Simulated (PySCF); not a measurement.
## Basis-set dependence of excited states

Species: CH7AlAsN.
Cartesian coordinates in Å at the PBE0-D3(BJ)/def2-SVP level; atoms count from 1:
```xyz
11
CH7AlAsN angstrom
C      1.7910   -0.6417   -1.3634
N      1.3365   -0.2330   -0.2780
Al     0.7143    0.3478    1.2890
As    -1.8432    0.3215    0.3600
H      1.1519   -0.8673   -2.2499
H      2.8770   -0.8174   -1.5424
H      0.8407    1.9088    1.5669
H      0.5552   -0.7476    2.4317
H     -2.2475   -1.0364   -0.1701
H     -3.2125    0.7141    0.8887
H     -1.9580    1.0536   -0.9585
```

TDDFT with PBE0 (PySCF), vertical singlets, core orbitals frozen in the response, spherical d and f functions. Geometry: PBE0-D3(BJ)/def2-SVP; no solvent, vibrations or thermal averaging. Relativistic effects, spin–orbit coupling among them, are left out although an element past zinc is present.

Task: Compare 6-31G*, def2-SVP, def2-SVPD, aug-cc-pVDZ, def2-TZVP and def2-TZVPD for this molecule.

Result: 

| basis | functions | diffuse | S1 (eV) | S2 (eV) | S3 (eV) | S4 (eV) | S5 (eV) | LUMO (eV) | α (au) |
| --- | --- | --- | --- | --- | --- | --- | --- | --- | --- |
| 6-31G* | 92 | no | 3.58 | 4.93 | 5.21 | 5.56 | 6.59 | -0.15 | 74.1 |
| def2-SVP | 113 | no | 3.48 | 4.98 | 5.15 | 5.46 | 6.21 | -0.36 | 78.3 |
| def2-SVPD | 158 | yes | 3.42 | 4.84 | 5.04 | 5.15 | 5.51 | -0.58 | 90.5 |
| aug-cc-pVDZ | 172 | yes | 3.38 | 4.54 | 4.87 | 4.93 | 5.20 | -0.61 | 92.3 |
| def2-TZVP | 189 | no | 3.42 | 4.88 | 5.07 | 5.27 | 5.98 | -0.54 | 86.1 |
| def2-TZVPD | 234 | yes | 3.39 | 4.72 | 4.96 | 4.98 | 5.38 | -0.60 | 91.7 |

States are compared by their number. Against the largest diffuse basis here (def2-TZVPD, itself not a converged limit), sets without diffuse functions differ by up to 0.19 eV in S1 and 1.21 eV in S5; the smaller diffuse sets differ by up to 0.03 and 0.18 eV. State by state, the largest deviation of a set without diffuse functions is S1 0.19, S2 0.26, S3 0.24, S4 0.58, S5 1.21 eV. The same number needn't mean the same state in each row. Against def2-TZVPD the polarisability deviates by -19% in 6-31G*, -15% in def2-SVP, -1% in def2-SVPD, +1% in aug-cc-pVDZ, -6% in def2-TZVP.
